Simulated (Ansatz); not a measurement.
Method: frozen-core CCSD(T)/cc-pVQZ // M06-2X/def2-TZVP (Ansatz, a program for electronic structure).

Ansatz 0.2 input:
```yaml
crystal:
  periodic: [false, false, false]
  atoms:
    - { symbol: Al, position_ang: [-0.000136, 0.000076, 0.000023] }
    - { symbol: H, position_ang: [1.571233, -0.10221, 0.000207] }
    - { symbol: H, position_ang: [-0.874444, -1.309591, 0.000334] }
    - { symbol: H, position_ang: [-0.697223, 1.412066, -0.000565] }
basis:
  gaussian: { orbitals: cc-pVQZ }
correlation:
  method: ccsd_t
```

Output:

```
Functional definition: HF
864 factors; integrals over basis functions are off by at most 9.0e-4 eV
mean field evaluation 1: about -6629.5541 eV, gradient 8.8e0 eV
mean field evaluation 2: about -6629.5543 eV, gradient 8.8e0 eV
mean field evaluation 4: about -6630.0011 eV, gradient 2.8e-1 eV
mean field evaluation 8: about -6630.0010 eV, gradient 3.4e-4 eV
mean field -6630.00102239 eV, -243.6480435968 hartree, gradient 1.6e-6 eV, S^2 0.000000; 0 other end points of the search recorded, 0 dependent functions left out
5 core orbitals not correlated
reference -6630.00102239 eV, -243.6480435968 hartree; 3, 3 occupied and 141, 141 virtual orbitals, 864 factors
second order -2.72342270 eV of doubles, -0.00000000 eV of singles
cycle   1  -3.12881669 eV  change   -4.1e-1 eV  update   4.9e-2
cycle   2  -3.31344180 eV  change   -1.8e-1 eV  update   1.8e-2
cycle   3  -3.31569795 eV  change   -2.3e-3 eV  update   3.4e-3
cycle   4  -3.31567964 eV  change    1.8e-5 eV  update   1.2e-3
cycle   5  -3.31560419 eV  change    7.5e-5 eV  update   3.5e-4
cycle   6  -3.31550765 eV  change    9.7e-5 eV  update   8.2e-5
cycle   7  -3.31552772 eV  change   -2.0e-5 eV  update   2.1e-5
cycle   8  -3.31553633 eV  change   -8.6e-6 eV  update   5.7e-6
cycle   9  -3.31553469 eV  change    1.6e-6 eV  update   1.7e-6
perturbative correction -0.04722394 eV, -0.0017354478 hartree
Total energy: -6633.36378103 eV, -243.7716226973 hartree
```

Cost: very roughly 8 core-seconds.
